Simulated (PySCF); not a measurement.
**Magnetisability: `C#CCCC[C@H]1CC=N1`, C8H11N**

Molfile (atoms numbered from 1):
```
C8H11N
     RDKit          3D

 20 20  0  0  0  0  0  0  0  0999 V2000
    4.1310    0.6968   -0.7961 C   0  0  0  0  0  0  0  0  0  0  0  0
    3.0049    0.6417   -0.3948 C   0  0  0  0  0  0  0  0  0  0  0  0
    1.6444    0.5306    0.0863 C   0  0  0  0  0  0  0  0  0  0  0  0
    1.0816   -0.8700   -0.1761 C   0  0  0  0  0  0  0  0  0  0  0  0
   -0.3683   -1.0019    0.2876 C   0  0  0  0  0  0  0  0  0  0  0  0
   -1.3342   -0.1741   -0.5450 C   0  0  1  0  0  0  0  0  0  0  0  0
   -2.8242   -0.1973   -0.1039 C   0  0  0  0  0  0  0  0  0  0  0  0
   -2.5566    1.2569    0.0909 C   0  0  0  0  0  0  0  0  0  0  0  0
   -1.3304    1.2823   -0.2642 N   0  0  0  0  0  0  0  0  0  0  0  0
    5.1171    0.7656   -1.1468 H   0  0  0  0  0  0  0  0  0  0  0  0
    1.6291    0.7375    1.1605 H   0  0  0  0  0  0  0  0  0  0  0  0
    1.0194    1.2772   -0.4083 H   0  0  0  0  0  0  0  0  0  0  0  0
    1.1440   -1.0890   -1.2447 H   0  0  0  0  0  0  0  0  0  0  0  0
    1.6941   -1.6070    0.3494 H   0  0  0  0  0  0  0  0  0  0  0  0
   -0.4484   -0.6950    1.3336 H   0  0  0  0  0  0  0  0  0  0  0  0
   -0.6762   -2.0487    0.2148 H   0  0  0  0  0  0  0  0  0  0  0  0
   -1.1835   -0.3614   -1.6109 H   0  0  0  0  0  0  0  0  0  0  0  0
   -3.5518   -0.4534   -0.8724 H   0  0  0  0  0  0  0  0  0  0  0  0
   -3.0319   -0.7648    0.8015 H   0  0  0  0  0  0  0  0  0  0  0  0
   -3.1652    2.0845    0.4162 H   0  0  0  0  0  0  0  0  0  0  0  0
  1  2  3  0
  2  3  1  0
  3  4  1  0
  4  5  1  0
  5  6  1  0
  6  7  1  0
  7  8  1  0
  8  9  2  0
  9  6  1  0
  1 10  1  0
  3 11  1  0
  3 12  1  0
  4 13  1  0
  4 14  1  0
  5 15  1  0
  5 16  1  0
  6 17  1  6
  7 18  1  0
  7 19  1  0
  8 20  1  0
M  END
```

Method: GIAO B3LYP/pcSseg-1 magnetisability, rotational g tensor and spin-rotation constants, non-relativistic, gas phase (PySCF). Geometry: GFN2-xTB.

Question: What are the magnetisability and the molar susceptibility?

Answer: Isotropic -1294 × 10⁻³⁰ J/T², or -77.9 × 10⁻⁶ cm³/mol; principal values -1364, -1278, -1239 × 10⁻³⁰ J/T², anisotropy 111 × 10⁻³⁰ J/T² (root of half the summed squared differences of the principal values). The susceptibility is in cgs units.

Question: Split it along the inertial axes a, b, c into diamagnetic and paramagnetic parts about the centre of mass, with the quadrupole moment.

Answer: 
```
axis  χ (10⁻⁶ cm³/mol)  diamagnetic (10⁻⁶ cm³/mol)  paramagnetic (10⁻⁶ cm³/mol)  summed x² of all electrons (Å²)  quadrupole Θ (D Å)
   a             -80.0                      -386.6                        306.6                            370.3               +6.84
   b             -78.1                     -1679.1                       1601.0                             65.7               -5.63
   c             -75.7                     -1849.5                       1773.8                             25.5               -1.21
```
Anisotropies 2χaa − χbb − χcc = -6.2 and 2χbb − χaa − χcc = -0.5 × 10⁻⁶ cm³/mol. Θ is traceless in Buckingham's convention.

Question: And the rotational g tensor?

Answer: 
```csv
axis,rotational constant (GHz),g,nuclear part,electronic part
a,4.6954,-0.0429,0.6334,-0.6763
b,0.7546,-0.0050,0.5626,-0.5675
c,0.6818,-0.0061,0.5621,-0.5682
```
Asymmetric top; isotopes 12C, 1H, 14N; no vibrational averaging.
